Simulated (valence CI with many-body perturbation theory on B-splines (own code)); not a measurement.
Au LXXV: E2, E3, M1, M2 decay

Calculated by valence CI with perturbative core correlation (CI+MBPT): three valence electrons over a frozen Dirac-Fock core [He], radial functions for each j: 11 s, 11 p, 10 d, 8 f, 5 g, 2 h, with the one-electron correlation potential Σ1, the two-electron term Σ2, the three-electron term Σ3, Breit, model QED; selected CI, second order for the rest, scaled by the run's own slope (own B-spline code, finite nucleus).

The last digits are not significant, and no measured levels were compared; by estimate large intervals hold to a few tenths of a per cent, small ones and those within an open d or f shell to about a per cent.

Lines 1 to 50 of 51 in falling wavelength, among levels below 18327 eV, chosen from the decays that carry over 1 % of a level's rate. Wavelengths and rates use the calculated energies. Electric multipoles are in the length gauge, E1 and E2 with the static RPA response of the core. Weak lines are less certain than strong ones. Lines between different terms over intervals too small for the method are left out, as are lines whose strength nearly cancels. The highest levels of a list are the least certain.

Levels are named by their leading jj configuration (3d3/2^4 stands for four electrons in 3d with j = 3/2), which in mixed levels can hold well under half, so a name can repeat and another be missing. Letters in brackets count levels of one name in rising energy.

| λ vac (Å) | Upper | Lower | Type | A (s⁻¹) | Branch % |
| --- | --- | --- | --- | --- | --- |
| 6.566 | (2s 2p1/2 2p3/2) J=3/2 [a] | (2s 2p1/2^2) J=1/2 | M1 | 3.75e+10 | 15.2 |
| 6.423 | (2s 2p1/2 2p3/2) J=5/2 | (2s 2p1/2^2) J=1/2 | E2 | 2.99e+08 | 2.8 |
| 6.405 | (2s 2p3/2 3d5/2) J=9/2 | (2s 2p1/2 3d5/2) J=7/2 | M1 | 3.44e+10 | 9.9 |
| 6.270 | (2s^2 2p3/2) J=3/2 | (2s^2 2p1/2) J=1/2 | M1 | 3.41e+10 | 29.2 |
| 1.181 | (2s 2p1/2 3p1/2) J=1/2 [a] | (2s 2p1/2 2p3/2) J=3/2 [a] | E2 | 3.59e+12 | 1.3 |
| 1.178 | (2s^2 3p1/2) J=1/2 | (2s^2 2p3/2) J=3/2 | E2 | 4.55e+12 | 29.2 |
| 1.132 | (2s 2p3/2 3p3/2) J=7/2 | (2s 2p3/2^2) J=3/2 | E2 | 1.56e+11 | 2.0 |
| 1.119 | (2s 2p3/2 3p3/2) J=7/2 | (2s 2p3/2^2) J=5/2 | E2 | 1.60e+12 | 21.1 |
| 1.118 | (2s 2p3/2 3p3/2) J=1/2 [b] | (2s 2p3/2^2) J=3/2 | E2 | 2.80e+12 | 7.5 |
| 1.116 | (2s^2 3p3/2) J=3/2 | (2s^2 2p3/2) J=3/2 | E2 | 2.31e+12 | 11.7 |
| 1.106 | (2s 2p3/2 3p3/2) J=1/2 [b] | (2s 2p3/2^2) J=5/2 | E2 | 8.82e+11 | 2.4 |
| 1.099 | (2s 2p3/2 3d5/2) J=9/2 | (2s 2p3/2^2) J=5/2 | M2 | 1.45e+11 | 41.7 |
| 1.099 | (2s 2p3/2 3d5/2) J=9/2 | (2s 2p3/2^2) J=5/2 | E3 | 9.09e+09 | 2.6 |
| 0.9516 | (2s 2p3/2 3p3/2) J=7/2 | (2s 2p1/2 2p3/2) J=5/2 | E2 | 1.15e+12 | 15.1 |
| 0.9486 | (2s 2p3/2 3p3/2) J=7/2 | (2s 2p1/2 2p3/2) J=3/2 [a] | E2 | 1.89e+12 | 24.8 |
| 0.9479 | (2s 2p3/2 3p3/2) J=1/2 [b] | (2s 2p1/2 2p3/2) J=3/2 [b] | E2 | 2.64e+12 | 7.1 |
| 0.9472 | (2s^2 3p3/2) J=3/2 | (2s^2 2p1/2) J=1/2 | E2 | 2.90e+12 | 14.7 |
| 0.9365 | (2s 2p3/2 3d5/2) J=9/2 | (2s 2p1/2 2p3/2) J=5/2 | M2 | 6.34e+10 | 18.2 |
| 0.9365 | (2s 2p3/2 3d5/2) J=9/2 | (2s 2p1/2 2p3/2) J=5/2 | E3 | 8.96e+09 | 2.6 |
| 0.9335 | (2s 2p3/2 3d5/2) J=9/2 | (2s 2p1/2 2p3/2) J=3/2 [a] | E3 | 1.84e+10 | 5.3 |
| 0.9303 | (2p1/2 2p3/2 3d3/2) J=5/2 [a] | (2s 2p1/2 2p3/2) J=1/2 | E2 | 4.90e+12 | 1.7 |
| 0.9292 | (2p1/2 2p3/2 3d3/2) J=7/2 | (2s 2p1/2 2p3/2) J=3/2 [b] | E2 | 7.38e+12 | 8.2 |
| 0.9269 | (2s 2p1/2 3d3/2) J=5/2 | (2s^2 2p1/2) J=1/2 | E2 | 1.02e+13 | 2.6 |
| 0.9256 | (2p1/2^2 3d3/2) J=3/2 | (2s 2p1/2^2) J=1/2 | E2 | 1.56e+13 | 4.0 |
| 0.9247 | (2p1/2 2p3/2 3d3/2) J=5/2 [a] | (2s 2p1/2 2p3/2) J=5/2 | E2 | 3.33e+12 | 1.2 |
| 0.9235 | (2p1/2 2p3/2 3d3/2) J=7/2 | (2s 2p1/2 2p3/2) J=5/2 | E2 | 6.81e+12 | 7.6 |
| 0.9218 | (2p1/2 2p3/2 3d3/2) J=3/2 [a] | (2s 2p1/2 2p3/2) J=3/2 [a] | E2 | 1.10e+13 | 1.5 |
| 0.9218 | (2p1/2 2p3/2 3d3/2) J=5/2 [a] | (2s 2p1/2 2p3/2) J=3/2 [a] | E2 | 6.88e+12 | 2.4 |
| 0.9213 | (2p1/2 2p3/2 3d3/2) J=1/2 [a] | (2s 2p1/2 2p3/2) J=3/2 [a] | E2 | 1.42e+13 | 3.4 |
| 0.9207 | (2p1/2 2p3/2 3d3/2) J=7/2 | (2s 2p1/2 2p3/2) J=3/2 [a] | E2 | 1.47e+12 | 1.6 |
| 0.9193 | (2p3/2^2 3d5/2) J=7/2 | (2s 2p3/2^2) J=3/2 | E2 | 6.08e+12 | 12.6 |
| 0.9181 | (2p3/2^2 3d5/2) J=1/2 | (2s 2p3/2^2) J=3/2 | E2 | 1.47e+13 | 1.2 |
| 0.9156 | (2s 2p3/2 3d5/2) J=3/2 [a] | (2s^2 2p3/2) J=3/2 | E2 | 2.38e+13 | 1.2 |
| 0.9149 | (2s 2p1/2 3d5/2) J=3/2 | (2s^2 2p1/2) J=1/2 | E2 | 2.10e+13 | 1.0 |
| 0.9146 | (2p1/2 2p3/2 3d5/2) J=7/2 [a] | (2s 2p1/2 2p3/2) J=5/2 | E2 | 8.47e+11 | 1.0 |
| 0.9143 | (2s 2p3/2 3d5/2) J=1/2 | (2s^2 2p3/2) J=3/2 | E2 | 2.16e+13 | 1.0 |
| 0.9134 | (2p1/2 2p3/2 3d5/2) J=9/2 | (2s 2p1/2 2p3/2) J=5/2 | E2 | 1.65e+13 | 53.1 |
| 0.9118 | (2p1/2 2p3/2 3d5/2) J=7/2 [a] | (2s 2p1/2 2p3/2) J=3/2 [a] | E2 | 1.49e+13 | 17.8 |
| 0.9112 | (2p3/2^2 3d5/2) J=7/2 | (2s 2p3/2^2) J=5/2 | E2 | 1.04e+13 | 21.5 |
| 0.9111 | (2p3/2^2 3d5/2) J=9/2 | (2s 2p3/2^2) J=5/2 | E2 | 1.67e+13 | 35.4 |
| 0.8254 | (2p1/2^2 4f7/2) J=7/2 | (2p1/2^2 2p3/2) J=3/2 | E2 | 1.03e+13 | 2.3 |
| 0.8252 | (2s 2p1/2 4f7/2) J=7/2 [b] | (2s 2p1/2 2p3/2) J=3/2 [b] | E2 | 6.04e+12 | 1.3 |
| 0.8251 | (2s 2p1/2 4f7/2) J=5/2 | (2s 2p1/2 2p3/2) J=1/2 | E2 | 7.10e+12 | 1.6 |
| 0.8208 | (2s 2p1/2 4f7/2) J=9/2 | (2s 2p1/2 2p3/2) J=5/2 | E2 | 1.01e+13 | 2.2 |
| 0.8204 | (2s 2p1/2 4f7/2) J=7/2 [a] | (2s 2p1/2 2p3/2) J=3/2 [a] | E2 | 7.62e+12 | 1.7 |
| 0.8193 | (2s^2 4f7/2) J=7/2 | (2s^2 2p3/2) J=3/2 | E2 | 1.02e+13 | 2.2 |
| 0.7334 | (2s 2p1/2 4p3/2) J=5/2 | (2s 2p1/2^2) J=1/2 | E2 | 9.85e+11 | 1.1 |
| 0.7303 | (2s^2 4p3/2) J=3/2 | (2s^2 2p1/2) J=1/2 | E2 | 1.19e+12 | 1.2 |
| 0.7291 | (2s 2p1/2 4f5/2) J=5/2 [b] | (2s 2p1/2^2) J=1/2 | E2 | 5.80e+12 | 1.2 |
| 0.7291 | (2s 2p1/2 4f5/2) J=3/2 | (2s 2p1/2^2) J=1/2 | E2 | 1.00e+13 | 2.1 |
